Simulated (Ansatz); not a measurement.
Si₃₂H₃₆, a nanocrystal cut from cubic silicon. Total charge 0; singlet. Geometry PBE-D4/def2-SVP, basis def2-TZVP, Ansatz.

Cartesian coordinates in Å:
```
Si -1.425 1.180 3.578
Si 0.121 3.686 1.112
Si 1.813 -0.919 3.477
Si 3.364 1.582 1.009
Si -1.698 4.572 -2.190
Si -3.244 2.054 0.311
Si -0.028 -0.053 0.223
Si -3.403 -1.701 -0.601
Si -1.848 0.815 -3.033
Si -1.583 -2.568 2.668
Si -0.196 -3.783 -0.701
Si 1.519 2.448 -2.232
Si 4.766 0.379 -2.392
Si 1.361 -1.268 -3.133
Si 3.206 -2.132 0.109
Si -2.014 -2.912 -4.006
Si -3.524 1.671 2.619
Si -1.972 4.025 0.082
Si -0.291 3.240 3.389
Si 3.225 0.961 3.278
Si -0.306 -0.591 2.492
Si 1.244 1.914 0.045
Si 3.074 -2.606 2.414
Si 4.479 -0.162 -0.120
Si -3.695 -2.399 1.631
Si -0.581 2.789 -3.243
Si -2.136 0.275 -0.759
Si 1.085 -1.815 -0.859
Si -2.289 -3.444 -1.731
Si -0.739 -0.939 -4.148
Si -0.613 -4.397 1.536
Si 2.639 0.699 -3.344
H -1.602 0.829 5.038
H 0.957 4.938 0.971
H 1.630 -1.265 4.937
H 4.161 2.859 0.868
H -0.890 5.841 -2.321
H -3.048 4.791 -2.832
H -4.590 2.248 -0.351
H -4.747 -1.463 -1.251
H -3.214 1.022 -3.649
H -1.761 -2.912 4.129
H 0.540 -4.893 -1.416
H 2.338 3.715 -2.327
H 5.588 1.639 -2.521
H 5.489 -0.743 -3.101
H 2.078 -2.413 -3.814
H 3.900 -3.263 -0.615
H -3.364 -2.705 -4.653
H -1.306 -4.040 -4.718
H -4.011 2.958 3.245
H -4.550 0.604 2.887
H -2.687 5.142 0.810
H -1.223 4.312 3.907
H 0.973 3.286 4.204
H 2.788 2.111 4.145
H 4.603 0.532 3.726
H 4.474 -2.539 2.979
H 2.532 -3.987 2.669
H 5.821 -0.379 0.543
H -4.641 -1.497 2.378
H -4.292 -3.787 1.606
H -0.374 3.083 -4.712
H -3.105 -4.709 -1.581
H -0.528 -0.544 -5.592
H 0.629 -4.909 2.214
H -1.636 -5.509 1.526
H 2.758 1.050 -4.810
```

| run | HOMO (eV) | LUMO (eV) |
| --- | --- | --- |
| A | -6.34 | -2.43 |
| B | -7.04 | -1.86 |
| C | -6.18 | -2.68 |
| D | -6.13 | -2.52 |

Single mean-field runs in def2-TZVP are fitted with def2-universal-jkfit.

The runs used LDA (SPW92), PBE, PBE0, r2SCAN. Estimate which is which.

A r2SCAN (0 % exact exchange); B PBE0 (25 % exact exchange); C LDA (SPW92) (0 % exact exchange); D PBE (0 % exact exchange). Exact exchange lowers occupied and raises empty levels; among semilocal functionals meta-GGAs tend to open the gap a little, and such runs are hard to tell apart. The gap grows from 3.50 eV (LDA (SPW92)) to 5.18 eV (PBE0).
